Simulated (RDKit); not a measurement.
Input file for RDKit: MMFF94 on C3H8O2 (SMILES COCOC), a point of a torsion scan.

```python
from rdkit import Chem
from rdkit.Chem import AllChem, rdDetermineBonds

blocks = [
'''13

C     2.08095054    0.39697646   -0.07952775
O     1.35380202   -0.61126810    0.57508059
C    -0.00477443   -0.33545273    0.65111678
O    -0.60259303   -1.39890002    1.31385122
C    -1.99223044   -1.24582380    1.45228266
H     1.99374447    1.35645566    0.44598314
H     1.73674454    0.52957409   -1.11308994
H     3.11866820    0.07274972   -0.07862640
H    -0.18133540    0.61898407    1.20098077
H    -0.43858738   -0.21541208   -0.36961189
H    -2.48527071   -1.17908613    0.47404791
H    -2.23857969   -0.34729185    2.03218690
H    -2.34433444   -2.12900188    1.97955491
''',
]
mol = None
for b in blocks:
    f = Chem.MolFromXYZBlock(b)
    rdDetermineBonds.DetermineBonds(f, charge=0)
    mol = f if mol is None else Chem.CombineMols(mol, f)
Chem.SanitizeMol(mol)
print(Chem.MolToSmiles(Chem.RemoveHs(mol)))
ff = AllChem.MMFFGetMoleculeForceField(mol, AllChem.MMFFGetMoleculeProperties(mol), nonBondedThresh=100.0, ignoreInterfragInteractions=False)
e = ff.CalcEnergy()
print(f'MMFF94 energy {e:.6f} kcal/mol')
```

Output:

```
COCOC
MMFF94 energy -2.022323 kcal/mol
```

The run finished.

Cost: very roughly 0.03 core-seconds.
